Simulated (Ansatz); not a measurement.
```yaml
atoms:
  - { symbol: Ge, position_ang: [-0.0015, 0.0512, 0.0382] }
  - { symbol: H, position_ang: [0.8528, 0.9084, 0.9346] }
  - { symbol: H, position_ang: [0.9627, -0.8642, -0.8590] }
  - { symbol: H, position_ang: [-0.8452, 0.8744, -0.9070] }
  - { symbol: H, position_ang: [-0.9209, -0.8043, 0.8926] }
```

Basis set: cc-pVDZ (spherical functions). Frozen core: 9 orbitals. Charge 0, multiplicity 1.

Computed with Ansatz (development build ahead of 0.2.0); each method stands on the lowest determinant of its kind that the runs found. Restricted open shells among the atoms or ions are ROHF, correlated in semicanonical orbitals with singles.

The atomization energy at this shape (free ground-state atoms in the same class of orbitals less the molecule, no zero-point energy) of singlet GeH₄:

```
 method  atomization energy
RHF-MP2            11.72 eV
```

What does RHF give?

9.68 eV.
